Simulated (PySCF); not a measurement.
A GIAO shielding run with PySCF 2.14.0 with density-fitted response routines (density fitting, non-relativistic, gas phase) on `InChI=1S/C6H14ClFSi/c1-5(9)6(2,3-7)4-8/h5H,3-4H2,1-2,9H3/t5-,6-/m1/s1`:

```
$ OMP_NUM_THREADS=1 python probes_run.py task.json out

{"job": {"kind": "nmr", "xc": "PBE0", "basis": "pcSseg-1"}, "charge": 0, "multiplicity": 1}
C      1.287246    -0.816997    -1.375793
C      0.603978    -0.723241    -0.009057
Si     1.926608    -0.295432     1.314109
C     -0.660224     0.170696    -0.022580
C     -1.791723    -0.504002    -0.808909
C     -1.156380     0.387829     1.414454
F     -1.242375    -0.806013     2.085901
C     -0.332909     1.531651    -0.636241
Cl    -1.685761     2.686352    -0.490538
H      0.582304    -1.050231    -2.171391
H      2.030097    -1.611178    -1.353265
H      1.800044     0.107904    -1.632039
H      0.241323    -1.727748     0.236226
H      3.081008    -1.152603     1.042820
H      1.448535    -0.543918     2.669493
H      2.340348     1.106641     1.174005
H     -2.096536    -1.417792    -0.304275
H     -2.651518     0.159182    -0.873101
H     -1.480173    -0.752784    -1.819352
H     -2.160210     0.822561     1.424448
H     -0.472325     1.024080     1.984534
H     -0.134437     1.438543    -1.702430
H      0.518328     1.993484    -0.136943
```

Hardware: 1 thread of an Arm Neoverse N1, shared host. The job also computes population analyses, field gradients.

Question: How large is the calculation?

Answer: 90 electrons, 237 basis functions and 1273 auxiliary functions.

Question: How long does it take, and how much memory does it need?

Answer: 110 s of wall time, with 14 SCF cycles and 4 response iterations; peak memory 1.1 GiB. Times on a shared host scatter by some tens of per cent.
